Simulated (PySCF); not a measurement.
PySCF input file for C3H10O2Si, SMILES C[C@@H](O)CO[SiH3], SMD-M06-2X/def2-SVP. The structure is a stationary point at B3LYP-D3(BJ)/def2-SVP. The values are those of a single conformer.

```python
import numpy as np
from pyscf import gto, scf, dft
from pyscf.solvent import smd

mol = gto.M(
    atom='''
    C    -2.27441644    0.56463565    0.32396745
    C    -1.51961377   -0.49866786   -0.47289530
    O    -1.27661800   -0.08085148   -1.80123496
    C    -0.19629340   -0.88632055    0.18481853
    O     0.66434611    0.24318240    0.11951225
    Si    2.21592304    0.28322284    0.73864150
    H    -3.18313405    0.86144847   -0.21949841
    H    -2.56428989    0.19187658    1.31990151
    H    -1.64218699    1.45580557    0.46171435
    H    -2.13780321   -1.41069094   -0.54231010
    H    -0.56422226    0.57401551   -1.74180553
    H     0.24999877   -1.73387559   -0.36724501
    H    -0.35687392   -1.19941952    1.23404918
    H     2.19935063    0.03603877    2.21182606
    H     3.07152059   -0.75680896    0.09245856
    H     2.74483479    1.63995936    0.44836612
    ''',
    basis='def2-SVP',
    charge=0,
    spin=0,
    max_memory=1600,
    verbose=3,
)
mf = dft.RKS(mol, xc='m06-2x').density_fit(auxbasis='def2-universal-jkfit')
mf.grids.level = 4
mf.conv_tol = 1e-9
mf.max_cycle = 100
mf.kernel()
res = {}
for name in ['water', 'ethanol', '2-propanol']:
    s = mf.SMD()
    s.with_solvent.solvent, s.with_solvent.sasa_ng = name, 194
    s.kernel(mf.make_rdm1())
    res[name] = (s.e_tot, s.with_solvent.get_cds(), s.dip_moment(), s.mo_energy, s.converged)
    print(f'SMD {name}: dG(solv) = {(s.e_tot - mf.e_tot) * 627.509474:.3f} kcal/mol, of which CDS {res[name][1] * 627.509474:.3f}')
```

Output:

```
converged SCF energy = -559.856527060457
converged SCF energy = -559.861794196947
Dipole moment(X, Y, Z, Debye):  1.01508, -0.68429,  2.31443
SMD water: dG(solv) = -3.305 kcal/mol, of which CDS 3.719
converged SCF energy = -559.866303096266
Dipole moment(X, Y, Z, Debye):  0.99272, -0.65738,  2.23731
SMD ethanol: dG(solv) = -6.135 kcal/mol, of which CDS -0.038
converged SCF energy = -559.86609283689
Dipole moment(X, Y, Z, Debye):  0.98053, -0.64546,  2.19841
SMD 2-propanol: dG(solv) = -6.003 kcal/mol, of which CDS -0.426
```

The run converged.

Cost: around 6 core-minutes (rough).
